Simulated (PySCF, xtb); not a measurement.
Te(Br)(Me) (CH3BrTe), SMILES C[Te]Br.

Harmonic wavenumbers (cm⁻¹) from GFN2-xTB run with xtb at its own minimum, in rising order: 118, 134, 267, 544, 813, 852, 1296, 1457, 1459, 3045, 3055, 3077.

Problem. What does PBE0-D3(BJ)/def2-SVP (PySCF 2.14.0) give at its own minimum? (The exact figures need the calculation; the answer reports its results.)

Solution. 122, 137, 259, 536, 830, 847, 1242, 1415, 1438, 3076, 3199, 3226. Paired by order, the mean absolute difference is 41 cm⁻¹ and the zero-point energies are 23.0 and 23.3 kcal/mol.
